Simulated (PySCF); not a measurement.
Exercise with solution: dipole moment from atomic charges

W(O)2(OH)2 (H2O4W), SMILES [O]=[W](=[O])([OH])[OH], multiplicity 1. Atoms are numbered in the order given.

```xyz
7

W      0.0000     0.0000     0.0275
O     -0.1953    -1.3719     1.0403
O      0.1953     1.3719     1.0403
O      1.5456    -0.2350    -1.0328
H      2.3301     0.3274    -1.0767
O     -1.5456     0.2350    -1.0328
H     -2.3301    -0.3274    -1.0767
```

Coordinates come from a r2SCAN-D4/def2-SVP optimisation. The multiplicity is an assumed one; other spin states were not compared. The isomer is the one that the SMILES or the coordinates give; other isomers of the formula were not compared. The def2 effective core potentials stand for the cores of W; spin–orbit coupling is left out. One conformer was computed; it need not be the lowest.

Charges (e) from PBE/def2-TZVP (PySCF):

| atom | ESP fit | Mulliken |
|---|---|---|
| W1 | 1.332 | 1.364 |
| O2 | -0.473 | -0.439 |
| O3 | -0.473 | -0.439 |
| O4 | -0.620 | -0.592 |
| H5 | 0.427 | 0.349 |
| O6 | -0.620 | -0.592 |
| H7 | 0.427 | 0.349 |

The dipole moment of the full density is 2.83 D.

### Question
What dipole moment does each set of point charges give, and which comes closer to that of the density?

### Answer

μ = Σ q r, and 1 e Å = 4.8032 D.
ESP fit: Σ q r = (0.000, 0.000, -0.586) e Å, |μ| = 2.82 D.
Mulliken: Σ q r = (0.000, 0.000, -0.405) e Å, |μ| = 1.94 D.
ESP fit comes closer in size. Point charges leave out the atoms' own dipoles (lone pairs, polarised bonds); fits to the potential absorb them, partitions of the density don't.
